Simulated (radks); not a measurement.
Coulomb parameter of the 4f shell of the gadolinium ion Gd2+ in the model configuration [Xe] 4f6 5d1 6p1, as a second difference U = [E(n + 0.5) + E(n - 0.5) - 2 E(n)] / (0.5)^2 with all orbitals relaxed. "Bare": the charge of the atom changes with n. "Screened": the 6p shell takes up the change at fixed total charge, which measures U(4f,4f) + U(6p,6p) - 2 U(4f,6p). Calculated with a radial shooting solver on a logarithmic mesh with Libxc functionals: scalar-relativistic Kohn-Sham, SCAN, spin-unpolarised, spherical densities, finite nucleus; meta-GGA in the generalised Kohn-Sham scheme; Fermi nuclear charge, rms radius 5.1569 fm.

| case | configuration | E - E(n) (eV) |
|---|---|---|
| start | [Xe] 4f6 5d1 6p1 | 0.000 |
| bare +0.5 | [Xe] 4f6.5 5d1 6p1 | -14.390 |
| bare -0.5 | [Xe] 4f5.5 5d1 6p1 | 19.004 |
| screened +0.5 | [Xe] 4f6.5 5d1 6p0.5 | -9.194 |
| screened -0.5 | [Xe] 4f5.5 5d1 6p1.5 | 11.566 |

U(bare) = 18.455 eV, U(screened by 6p) = 9.487 eV, against the Slater integral F0(4f,4f) = 31.093 eV with frozen orbitals.
